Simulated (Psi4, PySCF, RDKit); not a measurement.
Internal rotation in SMILES CC(C)c1cccc(N)c1. Scanned: dihedral C7–C8–N9–H21; all other coordinates were relaxed at GFN2-xTB. Heavy atoms are numbered in the order of the SMILES CC(C)c1cccc(N)c1, hydrogens after them in the order of the atoms that carry them; the mirror image has the same energies with the sign of each dihedral reversed.

MMFF94 // GFN2-xTB (RDKit); RHF/STO-3G = restricted Hartree-Fock/STO-3G // GFN2-xTB in PySCF; UFF // GFN2-xTB (RDKit); PBE-D3(BJ)/def2-SVP // GFN2-xTB (Psi4).

Energies relative to the lowest point of each profile, in eV; the last columns give the difference from PBE-D3(BJ):

| φ / ° | MMFF94 | RHF/STO-3G | UFF | PBE-D3(BJ)/def2-SVP | MMFF94 − PBE-D3(BJ)/def2-SVP | RHF/STO-3G − PBE-D3(BJ)/def2-SVP | UFF − PBE-D3(BJ)/def2-SVP |
|---|---|---|---|---|---|---|---|
| -165 | 0.007 | 0.026 | 0.092 | 0.000 | 0.007 | 0.026 | 0.092 |
| -150 | 0.014 | 0.000 | 0.146 | 0.004 | 0.010 | -0.004 | 0.142 |
| -135 | 0.048 | 0.008 | 0.219 | 0.037 | 0.011 | -0.029 | 0.182 |
| -120 | 0.089 | 0.038 | 0.305 | 0.094 | -0.005 | -0.056 | 0.210 |
| -105 | 0.125 | 0.079 | 0.390 | 0.166 | -0.040 | -0.087 | 0.225 |
| -90 | 0.236 | 0.124 | 0.466 | 0.234 | 0.002 | -0.110 | 0.232 |
| -75 | 0.178 | 0.080 | 0.393 | 0.157 | 0.021 | -0.077 | 0.236 |
| -60 | 0.092 | 0.036 | 0.302 | 0.085 | 0.008 | -0.049 | 0.218 |
| -45 | 0.024 | 0.007 | 0.211 | 0.030 | -0.006 | -0.024 | 0.181 |
| -30 | 0.000 | 0.003 | 0.136 | 0.001 | -0.001 | 0.002 | 0.134 |
| -15 | 0.019 | 0.037 | 0.077 | 0.002 | 0.017 | 0.035 | 0.075 |
| 0 | 0.063 | 0.127 | 0.000 | 0.020 | 0.043 | 0.106 | -0.020 |
| 15 | 0.019 | 0.037 | 0.077 | 0.002 | 0.017 | 0.035 | 0.075 |
| 30 | 0.000 | 0.004 | 0.136 | 0.002 | -0.001 | 0.002 | 0.135 |
| 45 | 0.024 | 0.007 | 0.211 | 0.030 | -0.006 | -0.024 | 0.181 |
| 60 | 0.092 | 0.036 | 0.302 | 0.085 | 0.008 | -0.049 | 0.218 |
| 75 | 0.178 | 0.080 | 0.393 | 0.157 | 0.021 | -0.077 | 0.236 |
| 90 | 0.236 | 0.124 | 0.466 | 0.234 | 0.002 | -0.109 | 0.232 |
| 105 | 0.125 | 0.079 | 0.390 | 0.166 | -0.040 | -0.087 | 0.225 |
| 120 | 0.089 | 0.038 | 0.304 | 0.094 | -0.005 | -0.056 | 0.210 |
| 135 | 0.048 | 0.008 | 0.219 | 0.037 | 0.011 | -0.029 | 0.182 |
| 150 | 0.014 | 0.000 | 0.146 | 0.004 | 0.010 | -0.004 | 0.142 |
| 165 | 0.007 | 0.026 | 0.092 | 0.000 | 0.007 | 0.026 | 0.092 |
| 180 | 0.048 | 0.108 | 0.027 | 0.024 | 0.025 | 0.084 | 0.003 |

MMFF94 is furthest from PBE-D3(BJ)/def2-SVP at 0 (0.043 eV, above); its mean absolute difference over the points is 0.014 eV.

RHF/STO-3G is furthest from PBE-D3(BJ)/def2-SVP at -90 (-0.110 eV, below); its mean absolute difference over the points is 0.049 eV.

UFF is furthest from PBE-D3(BJ)/def2-SVP at 75 (0.236 eV, above); its mean absolute difference over the points is 0.162 eV.
